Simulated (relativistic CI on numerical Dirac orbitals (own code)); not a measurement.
**Transition arrays of Pd²⁰⁺**

Method of calculation: Dirac-Coulomb-Breit CI, separate exchange-only KLI orbitals for each configuration, model QED, valence Slater integrals scaled by 0.9, whole transition arrays (own radial code, finite nucleus).

Configurations in the expansion (outside the closed core [Ne] 3s2): 3p⁶3d⁸, 3p⁶3d⁷4f, 3p⁵3d⁹, 3p⁶3d⁷4p, 3p⁶3d⁷5f. Levels of other configurations are missing.

All E1 lines from the levels of 3p⁶3d⁸; mean and standard deviation are weighted by gf, and upper levels are sorted by their leading configuration.

```csv
Upper configuration,Lines,Σgf,Mean (eV),Mean (nm),σ (eV),Strongest line (nm)
3p⁶3d⁷4f,721,212.6,556.96,2.226,5.38,2.203
3p⁵3d⁹,60,17.8,203.20,6.102,13.88,5.649
3p⁶3d⁷4p,466,17.1,418.03,2.966,5.04,2.983
3p⁶3d⁷5f,721,92.3,694.42,1.785,5.98,1.785
```

Σgf per state of the lower configuration in bins of 0.1 nm over the central range (centre: value): 1.75: 1.70, 1.85: 0.35, 2.15: 0.17, 2.25: 4.51, 2.95: 0.32, 3.05: 0.05, 5.65: 0.09.

Q: How do configuration mixing and the scaling of the Slater integrals move the arrays?

A: Slater scale 0.9, no configuration mixing: 3p⁶3d⁷4f 557.6 ± 5.5 eV (Σgf 227.7), 3p⁵3d⁹ 204.1 ± 14.0 eV (Σgf 19.9), 3p⁶3d⁷4p 418.1 ± 5.1 eV (Σgf 15.8), 3p⁶3d⁷5f 693.8 ± 6.0 eV (Σgf 69.3); Slater scale 1: 3p⁶3d⁷4f 558.3 ± 5.8 eV (Σgf 213.2), 3p⁵3d⁹ 203.5 ± 14.4 eV (Σgf 17.6), 3p⁶3d⁷4p 418.2 ± 5.5 eV (Σgf 17.3), 3p⁶3d⁷5f 695.0 ± 6.5 eV (Σgf 92.7); Slater scale 0.8: 3p⁶3d⁷4f 555.6 ± 5.0 eV (Σgf 212.0), 3p⁵3d⁹ 202.9 ± 13.4 eV (Σgf 18.0), 3p⁶3d⁷4p 417.9 ± 4.6 eV (Σgf 17.0), 3p⁶3d⁷5f 693.8 ± 5.5 eV (Σgf 91.9). With mixing, levels are counted to their leading configuration, so an array can shrink or vanish into another, and the sums then hold other lines.
